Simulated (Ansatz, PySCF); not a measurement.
Reaction (SMILES): C[Si](C)(C)N -> C[Si](C)(C)[NH] + H atom (the H-N bond at the site shown breaks; other sites are not compared here)
Structures are relaxed separately at B3LYP-D3(BJ)/def2-TZVP in Ansatz (an electronic-structure program), one conformer each, not searched for the lowest. Frequencies are from Ansatz or PySCF.

Wanted: bond dissociation energy (enthalpy at 298 K, with B3LYP-D3(BJ) rigid-rotor harmonic-oscillator terms), in eV. Cores are frozen in the correlated levels unless marked. UHF or UKS for open shells. Spin-orbit coupling is left out. No relativistic terms. CBS(X,Y): correlation extrapolated as X^-3; Hartree-Fock from the larger set. The bracket is a focal-point correction in the basis named.

```csv
level,program,bond dissociation energy (eV)
PBE/def2-TZVPD,Ansatz,4.56
PBE-D4/def2-TZVPD,Ansatz + dftd4,4.59
BLYP/def2-TZVPD,Ansatz,4.50
revPBE-D3(BJ)/def2-TZVPD,Ansatz + dftd3,4.48
revPBE-D4/def2-TZVPD,Ansatz + dftd4,4.50
B3LYP/def2-TZVPD,Ansatz,…
PBE0/STO-3G,Ansatz,5.03
PBE0-D3(BJ)/def2-TZVPD,Ansatz + dftd3,4.59
r2SCAN0-D4/def2-TZVPD,Ansatz + dftd4,…
CAM-B3LYP-D4/def2-TZVPD,Ansatz + dftd4,4.69
LC-wPBE-D4/def2-TZVPD,Ansatz + dftd4,…
wB97X-V/def2-TZVPD,Ansatz,4.69
B2PLYP-D3(BJ)/def2-TZVPD,Ansatz + dftd3,4.66
"RI-MP2/CBS(cc-pV(T+d)Z,cc-pV(Q+d)Z)+[CCSD(T)-MP2]/cc-pV(D+d)Z",Ansatz,4.85
```

Question: Some entries are withheld; supply them.

Answer: 
- B3LYP/def2-TZVPD, bond dissociation energy (eV): 4.60
- r2SCAN0-D4/def2-TZVPD, bond dissociation energy (eV): 4.54
- LC-wPBE-D4/def2-TZVPD, bond dissociation energy (eV): 4.65
